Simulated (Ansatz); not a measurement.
Species: sum formula H₃SiO₃ (charge -1, singlet). It need not be the lowest isomer of its formula. Whether it binds its extra electron was not tested at this geometry. 
Structure (B3LYP-D3(BJ)/def2-TZVP (Ansatz, an electronic-structure program) minimum search):
```
Si
O 1 1.5590
O 1 1.6997 2 113.72
H 3 0.9626 1 106.31 2 8.06
O 1 1.6997 2 113.72 4 117.40
H 5 0.9626 1 106.31 2 -8.06
H 1 1.5023 2 119.40 6 123.01
```
Charge -1, spin multiplicity 1.

Basis-set convergence of Hartree-Fock and CCSD correlation energies (hartree) with Ansatz. Correlated levels leave the core frozen unless marked. No spin-orbit coupling. No relativistic terms. This anion needs diffuse functions, which these sets lack.

```csv
basis,functions,E(HF),"E(corr, CCSD)"
cc-pV(D+d)Z,80,-515.41975,-0.68589
cc-pV(T+d)Z,171,-515.53570,-0.86899
cc-pV(Q+d)Z,319,-515.56408,-0.93292
cc-pV(5+d)Z,538,[?],[?]
```

Some entries are withheld; supply them.


- cc-pV(5+d)Z, E(HF): -515.57102
- cc-pV(5+d)Z, E(corr, CCSD): -0.95583
